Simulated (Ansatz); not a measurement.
Input and output for F₂HSb, SMILES `[F][SbH][F]`.

```yaml
crystal:
  periodic: [false, false, false]
  atoms:
    - {symbol: F, position_ang: [1.198822, -0.720904, 0.914771]}
    - {symbol: Sb, position_ang: [-0.502225, -0.358940, 0.150963]}
    - {symbol: F, position_ang: [-0.734172, 1.437576, 0.417592]}
    - {symbol: H, position_ang: [0.124279, -0.468247, -1.337749]}
basis:
  gaussian: {orbitals: def2-TZVP, fitting: {mean_field: cc-pVTZ-jkfit}}
magnetization: {spin_polarized: true, initial_magnetization: 0}
hamiltonian: {xc: {name: BHLYP}}
output: {forces: true}
```

```sh
$ ansatz run in.yaml --threads 2 --pin off --events-out ev --progress --plain --max-ram 32768MiB --backend cpu
```

Shortened log:

```
Functional definition: BHLYP
Error: <dir> the basis set cc-pVTZ-JKFIT has no functions for Sb
```

Hardware: 2 threads of a server CPU on a shared host. Wall time 0.2 s, peak host memory 0.09 GiB.
